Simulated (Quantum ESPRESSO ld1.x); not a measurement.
The numbers below are computed, except where a source is named.
Problem. The mean radii <r> (bohr) of the occupied orbitals of an atom or ion are listed with their occupations. Code: ld1.x of Quantum ESPRESSO 7.5. Model: scalar-relativistic Kohn-Sham, LDA (Slater exchange, Perdew-Wang correlation), spin-polarised, spherical densities, point nucleus.

| orbital | occ. | <r> |
|---|---|---|
| 1s | 2 | 0.02459 |
| 2s | 2 | 0.1043 |
| 2p | 6 | 0.09138 |
| 3s | 2 | 0.2566 |
| 3p | 6 | 0.2499 |

Name the element and its charge. Open shells, if any, are filled with parallel spins first.

Solution. Z = 58, cerium, charge +40: Ce40+ in [Ar]. The 1s radius gives Z: for a bare nucleus <r> = (2 gamma + 1)/(2Z) with gamma = sqrt(1 - (Z/c)^2), 0.02424 bohr for Z = 58, and screening makes it slightly larger (0.02459 here). The occupations add up to 18, and the charge is Z minus that.
